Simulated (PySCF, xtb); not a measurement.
C₄H₅BO, SMILES C#CB1COC1.

The structure is a stationary point at r2SCAN-D4/def2-SVP. The structure was generated by enumeration, and PubChem lists no compound with its InChIKey, so it may never have been made.

Computed with C-PCM-ωB97X/def2-SVP run with PySCF.

The values are the electrostatic part of the solvation free energy, E(continuum) − E(gas) at the gas-phase geometry, in a cavity of scaled van der Waals radii (PySCF's table); cavitation and dispersion terms are not included. In vacuum the orbital gap is 9.74 eV. The dipole moment in vacuum is 2.62 D.

| solvent | ε | ΔG(elec) (kcal/mol) | dipole (D) | gap (eV) |
|---|---|---|---|---|
| water | 78.36 | -5.5 | 3.19 | 10.00 |
| methanol | 32.61 | -5.4 | 3.18 | 9.99 |
| toluene | 2.37 | -3.1 | 2.92 | 9.88 |

For comparison, GFN2-xTB/ALPB(water) (xtb, at the GFN2-xTB geometry, all terms of that model) gives -2.9 kcal/mol.
